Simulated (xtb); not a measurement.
C₄H₈O₂, charge +1, sextet, geometry from GFN2-xTB of the parent state (a state made from the parent by changing its charge; the spin is typed, not shown lowest); GFN1-xTB (xtb).

The xtb input:
```
$ xtb mol.xyz --gfn 1 --chrg 1 --uhf 5 --json

# file mol.xyz
14

C      1.24838121     0.56633122     0.05490556
C      0.95109126    -0.88057717     0.44967831
O     -0.15829135    -1.41723176    -0.19263771
C     -1.10562953    -0.50305209    -0.63774859
C     -1.09384294     0.81729805     0.13316473
O      0.15829135     1.41723176     0.19263771
H      2.07764636     0.99644659     0.62759449
H      1.55719393     0.55712742    -1.01008607
H      1.79779810    -1.55014425     0.26147632
H      0.76493273    -0.88889739     1.54280820
H     -0.89358449    -0.26296187    -1.69937506
H     -2.08246681    -0.99858341    -0.60791300
H     -1.79297765     1.55228106    -0.28115781
H     -1.42854218     0.59473184     1.16665293
```

What the program printed (banner, timings and long lists left out):

```
   ID    Z sym.   atoms
    1    6 C      1, 2, 4, 5
    2    8 O      3, 6
    3    1 H      7-14

           -------------------------------------------------
          |                Calculation Setup                |
           -------------------------------------------------

           -------------------------------------------------
          |                 G F N 1 - x T B                 |
           -------------------------------------------------

          ...................................................
          :                      SETUP                      :
          :.................................................:
          :  # basis functions                  40          :
          :  # atomic orbitals                  40          :
          :  # shells                           28          :
          :  # electrons                        35          :
          :  # halogen bonds                     0          :
          :  max. iterations                   250          :
          :  Hamiltonian                  GFN1-xTB          :
          :  restarted?                      false          :
          :  GBSA solvation                  false          :
          :  PC potential                    false          :
          :  electronic temp.          300.0000000     K    :
          :  accuracy                    1.0000000          :
          :  -> integral cutoff          0.2500000E+02      :
          :  -> integral neglect         0.1000000E-07      :
          :  -> SCF convergence          0.1000000E-05 Eh   :
          :  -> wf. convergence          0.2000000E-04 e    :
          :  Broyden damping             0.4000000          :
          :  net charge                          1          :
          :  unpaired electrons                  5          :
          ...................................................

 iter      E             dE          RMSdq      gap      omega  full diag
   1    -20.9570473 -0.209570E+02  0.647E+00    0.31       0.0  T
   2    -21.0721790 -0.115132E+00  0.399E+00    0.21       1.0  T
   3    -21.0741768 -0.199783E-02  0.137E+00    0.20       1.0  T
   4    -21.0754022 -0.122535E-02  0.126E-01    0.20       1.0  T
   5    -21.0756292 -0.227043E-03  0.146E-02    0.21       1.8  T
   6    -21.0756316 -0.243467E-05  0.378E-03    0.21       7.1  T
   7    -21.0756314  0.246469E-06  0.343E-03    0.21       7.8  T
   8    -21.0756316 -0.233281E-06  0.259E-03    0.21      10.3  T
[...]
         :: total energy             -20.896529939502 Eh    ::
[...]
     7H     0.06320  0.12648   0.937  0.000  0.000
     8H     0.01362  0.07762   0.986  0.000  0.000
     9H     0.06321  0.12649   0.937  0.000  0.000
    10H     0.01363  0.07764   0.986  0.000  0.000
    11H     0.01362  0.07762   0.986  0.000  0.000
    12H     0.06320  0.12648   0.937  0.000  0.000
    13H     0.06320  0.12649   0.937  0.000  0.000
    14H     0.01363  0.07764   0.986  0.000  0.000

Wiberg/Mayer (AO) data.
largest (>0.10) Wiberg bond orders for each atom

 ---------------------------------------------------------------------------
     #   Z sym  total        # sym  WBO       # sym  WBO       # sym  WBO
 ---------------------------------------------------------------------------
     1   6 C    3.774 --     6 O    1.070     2 C    0.867     7 H    0.761
                             8 H    0.756
     2   6 C    3.774 --     3 O    1.070     1 C    0.867     9 H    0.761
                            10 H    0.756
     3   8 O    2.430 --     2 C    1.070     4 C    1.070
     4   6 C    3.774 --     3 O    1.070     5 C    0.867    12 H    0.761
                            11 H    0.756
     5   6 C    3.774 --     6 O    1.070     4 C    0.867    13 H    0.761
                            14 H    0.756
     6   8 O    2.430 --     5 C    1.070     1 C    1.070
     7   1 H    1.218 --     1 C    0.761     8 H    0.106
     8   1 H    1.257 --     1 C    0.756    14 H    0.141     7 H    0.106
     9   1 H    1.218 --     2 C    0.761    10 H    0.106
    10   1 H    1.257 --     2 C    0.756    11 H    0.141     9 H    0.106
    11   1 H    1.257 --     4 C    0.756    10 H    0.141    12 H    0.106
    12   1 H    1.218 --     4 C    0.761    11 H    0.106
    13   1 H    1.218 --     5 C    0.761    14 H    0.106
    14   1 H    1.257 --     5 C    0.756     8 H    0.141    13 H    0.106
 ---------------------------------------------------------------------------

Topologies differ in total number of bonds
Writing topology from bond orders to xtbtopo.mol

 dipole moment from electron density (au)
     X       Y       Z
  -0.0000  -0.0000   0.0001  total (Debye):    0.000

           -------------------------------------------------
          | TOTAL ENERGY              -20.896529939502 Eh   |
          | GRADIENT NORM               0.118937649729 Eh/α |
          | HOMO-LUMO GAP               0.206609506129 eV   |
           -------------------------------------------------

normal termination of xtb
```
